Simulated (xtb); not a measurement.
C3H7 (SMILES [CH2-]CC), charge -1, singlet, geometry from GFN2-xTB; xtb 6.7.1 with GFN2-xTB with ALPB(hexane).

The xtb input:
```
$ xtb mol.xyz --gfn 2 --chrg -1 --alpb hexane --json

# file mol.xyz
10

C      0.00186015     0.10449024     0.56640373
C     -0.00172720     1.41771511    -0.19203030
C      0.00006446    -1.22825686    -0.25191409
H     -0.88084995     0.06118922     1.22991746
H      0.88915671     0.06252487     1.22385812
H      0.00293214    -2.12288703     0.38856881
H      0.88547984     1.38891864    -0.89834554
H     -0.89370483     1.38757606    -0.89225478
H     -0.88482823    -1.27117245    -0.89022816
H      0.88062988    -1.26984023    -0.89627193
```

### Question
What does xtb print? Leave out banner, timings and long lists.

### Answer

```
   ID    Z sym.   atoms
    1    6 C      1-3
    2    1 H      4-10

           -------------------------------------------------
          |                Calculation Setup                |
           -------------------------------------------------

           -------------------------------------------------
          |                 G F N 2 - x T B                 |
           -------------------------------------------------

      * Solvation model:               ALPB
        Solvent                        hexane
        Parameter file                 internal GFN2-xTB/ALPB
        Dielectric constant                1.8800E+00
        Reference state                gsolv [1 M gas/solution]
        Free energy shift                  4.8134E-03 Eh       3.0204E+00 kcal/mol
        Temperature                        2.9815E+02 K
        Density                            6.6000E-01 kg/L
        Solvent mass                       8.6180E+01 g/mol
        Interaction kernel             P16
        Born radius scaling (c1)           1.1040E+00
        Born radii integrator          GBOBC
        Born offset                        0.0000E+00 a0       0.0000E+00 AA
        H-bond correction              false
        Ion screening                  false
        Surface tension                    1.0000E-05 Eh       1.5569E+01 dyn/cm
        Grid points                               230 per atom

          ...................................................
          :                      SETUP                      :
          :.................................................:
          :  # basis functions                  19          :
          :  # atomic orbitals                  19          :
          :  # shells                           13          :
          :  # electrons                        20          :
          :  max. iterations                   250          :
          :  Hamiltonian                  GFN2-xTB          :
          :  restarted?                      false          :
          :  GBSA solvation                   true          :
          :  PC potential                    false          :
          :  electronic temp.          300.0000000     K    :
          :  accuracy                    1.0000000          :
          :  -> integral cutoff          0.2500000E+02      :
          :  -> integral neglect         0.1000000E-07      :
          :  -> SCF convergence          0.1000000E-05 Eh   :
          :  -> wf. convergence          0.1000000E-03 e    :
          :  Broyden damping             0.4000000          :
          :  net charge                         -1          :
          :  unpaired electrons                  0          :
          ...................................................

 iter      E             dE          RMSdq      gap      omega  full diag
   1    -10.1701291 -0.101701E+02  0.367E+00   10.72       0.0  T
   2    -10.2471056 -0.769765E-01  0.196E+00    8.76       1.0  T
   3    -10.2477811 -0.675466E-03  0.112E+00    8.86       1.0  T
   4    -10.2479319 -0.150837E-03  0.147E-01    8.80       1.0  T
   5    -10.2479489 -0.169185E-04  0.631E-02    8.79       1.0  T
   6    -10.2479502 -0.131563E-05  0.291E-02    8.78       1.1  T
   7    -10.2479505 -0.300270E-06  0.385E-03    8.79       8.2  T
   8    -10.2479505 -0.217053E-09  0.146E-03    8.79      21.7  T
   9    -10.2479505 -0.344697E-08  0.212E-04    8.79     149.4  T
  10    -10.2479505  0.516387E-11  0.744E-05    8.79     425.3  T

   *** convergence criteria satisfied after 10 iterations ***

         :::::::::::::::::::::::::::::::::::::::::::::::::::::
         ::                     SUMMARY                     ::
         :::::::::::::::::::::::::::::::::::::::::::::::::::::
         :: total energy             -10.119690414374 Eh    ::
         :: total w/o Gsasa/hb       -10.116650515458 Eh    ::
         :: gradient norm              0.007091236426 Eh/a0 ::
         :: HOMO-LUMO gap              8.786449756219 eV    ::
         ::.................................................::
         :: SCC energy               -10.247949346021 Eh    ::
         :: -> isotropic ES            0.146522408124 Eh    ::
         :: -> anisotropic ES          0.011169773570 Eh    ::
         :: -> anisotropic XC          0.004757544218 Eh    ::
         :: -> dispersion             -0.005523648860 Eh    ::
         :: -> Gsolv                  -0.061536940407 Eh    ::
         ::    -> Gelec               -0.058497041490 Eh    ::
         ::    -> Gsasa               -0.007853254736 Eh    ::
         ::    -> Ghb                  0.000000000000 Eh    ::
         ::    -> Gshift               0.004813355820 Eh    ::
         :: repulsion energy           0.128258931648 Eh    ::
         :: add. restraining           0.000000000000 Eh    ::
         :: total charge              -1.000000000000 e     ::
         :::::::::::::::::::::::::::::::::::::::::::::::::::::

           -------------------------------------------------
          |                Property Printout                |
           -------------------------------------------------

    * Orbital Energies and Occupations

         #    Occupation            Energy/Eh            Energy/eV
      -------------------------------------------------------------
         1        2.0000           -0.5037729             -13.7084
         2        2.0000           -0.4560629             -12.4101
         3        2.0000           -0.4023882             -10.9495
         4        2.0000           -0.4003315             -10.8936
         5        2.0000           -0.3734464             -10.1620
         6        2.0000           -0.3497455              -9.5171
         7        2.0000           -0.3416107              -9.2957
         8        2.0000           -0.2815812              -7.6622
         9        2.0000           -0.2704681              -7.3598
        10        2.0000           -0.1357378              -3.6936 (HOMO)
        11                          0.1871583               5.0928 (LUMO)
        12                          0.2322087               6.3187
        13                          0.2446586               6.6575
        14                          0.2556949               6.9578
        15                          0.2886122               7.8535
        16                          0.3082934               8.3891
        17                          0.3342690               9.0959
        18                          0.3732107              10.1556
        19                          0.3772359              10.2651
      -------------------------------------------------------------
                  HL-Gap            0.3228961 Eh            8.7864 eV
             Fermi-level            0.0257102 Eh            0.6996 eV

     #   Z          covCN         q      C6AA      α(0)
     1   6 C        3.791    -0.022    20.981     6.523
     2   6 C        2.809    -0.333    37.441    10.025
     3   6 C        3.743    -0.075    22.010     6.693
     4   1 H        0.922    -0.058     4.303     3.244
     5   1 H        0.922    -0.058     4.303     3.244
     6   1 H        0.923    -0.032     3.686     3.002
     7   1 H        0.916    -0.198    10.704     5.117
     8   1 H        0.916    -0.198    10.704     5.117
     9   1 H        0.924    -0.012     3.270     2.828
    10   1 H        0.924    -0.012     3.270     2.828

 Mol. C6AA /au·bohr⁶  :        997.057243
 Mol. C8AA /au·bohr⁸  :      19317.916941
 Mol. α(0) /au        :         48.622026

Wiberg/Mayer (AO) data.
largest (>0.10) Wiberg bond orders for each atom

 ---------------------------------------------------------------------------
     #   Z sym  total        # sym  WBO       # sym  WBO       # sym  WBO
 ---------------------------------------------------------------------------
     1   6 C    3.940 --     2 C    1.018     5 H    0.977     4 H    0.977
                             3 C    0.965
     2   6 C    2.975 --     1 C    1.018     8 H    0.947     7 H    0.947
     3   6 C    3.983 --    10 H    0.991     9 H    0.991     6 H    0.986
                             1 C    0.965
     4   1 H    0.997 --     1 C    0.977
     5   1 H    0.997 --     1 C    0.977
     6   1 H    0.999 --     3 C    0.986
     7   1 H    0.961 --     2 C    0.947
     8   1 H    0.961 --     2 C    0.947
     9   1 H    1.000 --     3 C    0.991
    10   1 H    1.000 --     3 C    0.991
 ---------------------------------------------------------------------------

Topologies differ in total number of bonds
Writing topology from bond orders to xtbtopo.mol

molecular dipole:
                 x           y           z       tot (Debye)
 q only:        0.003      -1.592       0.550
   full:        0.002      -2.303       0.209       5.878
molecular quadrupole (traceless):
                xx          xy          yy          xz          yz          zz
 q only:        2.546       0.015      -4.462      -0.004       2.950       1.915
  q+dip:        4.199       0.014      -7.966      -0.003       1.467       3.767
   full:        4.337       0.013      -8.025      -0.003       1.193       3.688

           -------------------------------------------------
          | TOTAL ENERGY              -10.119690414374 Eh   |
          | GRADIENT NORM               0.007091236426 Eh/α |
          | HOMO-LUMO GAP               8.786449756219 eV   |
           -------------------------------------------------

normal termination of xtb
```
